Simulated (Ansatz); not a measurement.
`[CH3][Nb]([OH])([OH])=[S]` and `[CH3][Nb]([OH])([F])=[S]` differ in one atom or group.

Ansatz, PBE0-D4/def2-TZVP geometries, multiplicity 1. Each molecule was computed in one conformer, which needn't be the lowest.

Elements past krypton have def2 core potentials.

```json
{"property": "HOMO–LUMO gap (PBE0/def2-TZVPP) / eV", "`[CH3][Nb]([OH])([OH])=[S]`": "5.88"}
{"property": "HOMO energy (ωB97M-V/def2-TZVPP) / eV", "`[CH3][Nb]([OH])([OH])=[S]`": "-9.71"}
{"property": "HOMO energy (PBE0/def2-TZVPP) / eV", "`[CH3][Nb]([OH])([OH])=[S]`": "-7.58"}
{"property": "LUMO energy (B3LYP/def2-TZVPP) / eV", "`[CH3][Nb]([OH])([OH])=[S]`": "-1.91"}
{"property": "LUMO energy (ωB97M-V/def2-TZVPP) / eV", "`[CH3][Nb]([OH])([OH])=[S]`": "0.41"}
{"property": "zero-point energy (PBE0-D4/def2-TZVP) / kJ/mol", "`[CH3][Nb]([OH])([OH])=[S]`": "165.5"}
```

What does the change do to each property? (Estimate.)

Computed: 
| property | `[CH3][Nb]([OH])([F])=[S]` | shift |
| --- | --- | --- |
| HOMO–LUMO gap (PBE0/def2-TZVPP) / eV | 5.69 | -0.19 |
| HOMO energy (ωB97M-V/def2-TZVPP) / eV | -9.94 | -0.23 |
| HOMO energy (PBE0/def2-TZVPP) / eV | -7.82 | -0.24 |
| LUMO energy (B3LYP/def2-TZVPP) / eV | -2.34 | -0.43 |
| LUMO energy (ωB97M-V/def2-TZVPP) / eV | -0.03 | -0.44 |
| zero-point energy (PBE0-D4/def2-TZVP) / kJ/mol | 136.8 | -28.7 |

With PBE0 the HOMO falls by 0.24 eV and the LUMO falls by 0.43 eV, so the gap narrows by about 0.19 eV. PBE moves the HOMO by -0.21 eV and ωB97M-V by -0.23 eV. The zero-point energy changes by -28.7 kJ/mol with -3 modes.

B3LYP here is the variant with VWN-RPA as its local correlation; programs differ in this.
